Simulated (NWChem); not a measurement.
System: GeNH5Te; SMILES N[Te][GeH3]

NWChem input:

```
start job
memory heap 200 mb stack 900 mb global 1100 mb
geometry units angstroms
  Te     0.025698    -0.620696     0.627076
  N      0.716428    -1.728934    -0.971169
  H      0.123238    -2.536413    -1.113651
  H      1.638722    -2.092577    -0.767715
  Ge    -0.197443     1.409440    -0.838782
  H      0.598562     2.600338    -0.376323
  H      0.257083     1.105298    -2.227399
  H     -1.597302     1.950995    -0.954569
end
basis spherical
  * library def2-svp
end
ecp
  Te library def2-ecp
end
dft
  xc pbe0
  iterations 150
end
driver
  maxiter 120
end
task dft optimize
dft
  grid fine
  convergence energy 1d-8 density 1d-7
end
task dft freq numerical
```

def2 effective core potentials on Te; no spin-orbit coupling.

The level has its own optimisation; frequencies are unscaled.

Predict the main results of this run. (PBE0/def2-SVP with def2 effective core potentials on Te.) Quantities: r N–Te (Å); r Ge–Te (Å); r H–N (Å); highest harmonic frequency (cm⁻¹); lowest (cm⁻¹); zero-point energy (kcal/mol).


- r N–Te (Å): 2.079
- r Ge–Te (Å): 2.562
- r H–N (Å): 1.020
- highest harmonic frequency (cm⁻¹): 3637
- lowest (cm⁻¹): 107
- zero-point energy (kcal/mol): 31.0
